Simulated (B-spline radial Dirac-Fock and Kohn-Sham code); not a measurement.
**Dipole and non-dipole photoemission parameters of N 2s**

System: the N atom in the configuration [He] 2s2 2p3; threshold 22.14 eV (orbital energy of the model). Level of theory: Dirac-Hartree-Slater photoionisation with a Latter tail; cross sections with all multipoles, angular parameters from the dipole term and its interference with E2; a radial finite-basis atomic code.

Input of the calculation (task.json; shells as n, l, electrons):

```json
{"items": [{
  "Z": 7,
  "q": 0,
  "cfg": [[1, 0, 2], [2, 0, 2], [2, 1, 3]],
  "A": 14,
  "rrms": 2.5582,
  "do": "xps",
  "hv": [56.9, 57.9, 60, 66.2, 80, 148.0, 319.0, 383.0, 417.0, 514.0, 697.0, 810.0, 812.0, 1090.0, 1253.6, 1280.0, 1470.0, 2000, 2560.0, 2640.0, 2984.4, 3050.0, 3330.0, 3370.0, 3520.0, 8047.8, 9251.7, 12400.0, 13600.0, 15000],
  "edges": {"K": 409.9}
}]}
```

Command: `python xray2_run.py task.json out`

For linearly polarised light dσ/dΩ = σ/(4π) [1 + β P₂(cos θ) + (δ + γ cos²θ) sin θ cos φ], with θ from the polarisation vector and φ the angle between the beam and the projection of the electron momentum on the plane normal to the polarisation.

```
hν (eV)   σ (kb)      β       γ
   56.9      874  2.000  -0.004
   57.9      863  2.000  -0.007
     60      839  2.000  -0.011
   66.2      768  2.000  -0.021
     80      624  2.000  -0.029
    148      242  2.000   0.014
    319     51.5  2.000   0.165
    383     34.3  2.000   0.212
    417     28.3  2.000   0.235
    514     17.4  2.000   0.299
    697     8.26  2.000   0.405
    810     5.67  2.000   0.462
    812     5.63  2.000   0.463
   1090     2.63  2.000   0.587
 1253.6        ?      ?       ?
   1280     1.72  2.000   0.661
   1470     1.19  2.000   0.730
   2000    0.509  2.000   0.899
   2560    0.253  2.000   1.056
   2640    0.231  2.000   1.077
 2984.4    0.162  2.000   1.162
   3050    0.152  2.000   1.177
   3330    0.118  2.000   1.241
   3370    0.113  2.000   1.250
   3520   0.0998  2.000   1.283
 8047.8  0.00810  2.000   2.040
 9251.7  0.00524  2.000   2.199
  12400  0.00208  2.000   2.569
  13600  0.00155  2.000   2.697
  15000  0.00113  2.000   2.838
```

Q: Give the values at Mg Kα (1253.6 eV).

A: σ = 1.82 kb, β = 2.000, γ = 0.651. For an s subshell δ is negligible.
